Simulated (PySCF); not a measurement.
Mn(O)2(OH)3 (H3MnO5), SMILES [O]=[Mn]([OH])([OH])([OH])=[O], multiplicity 1. Coordinates come from a PBE-D3(BJ)/def2-SVP optimisation. The spin state was assumed, not searched. One conformer was computed; it need not be the lowest.

Computed equilibrium geometry at PBE-D3(BJ)/def2-SVP (PySCF confirms it by a frequency run) as bond lengths and angles (one conformer of several):
Atoms: Mn1 O2 O3 O4 H5 O6 H7 O8 H9. Bond lengths (Å): Mn1–O2 1.563, Mn1–O3 1.577, Mn1–O4 1.839, Mn1–O6 1.780, Mn1–O8 1.919, O4–H5 0.988, O6–H7 0.984, O8–H9 0.981. Bond angles (°): O2–Mn1–O3 110.2, O2–Mn1–O4 111.9, O2–Mn1–O6 104.6, O2–Mn1–O8 100.3, O3–Mn1–O4 136.2, O3–Mn1–O6 100.6, O3–Mn1–O8 85.1, O4–Mn1–O6 80.4, O4–Mn1–O8 75.9, O6–Mn1–O8 150.5, Mn1–O4–H5 101.5, Mn1–O6–H7 107.1, Mn1–O8–H9 106.9.
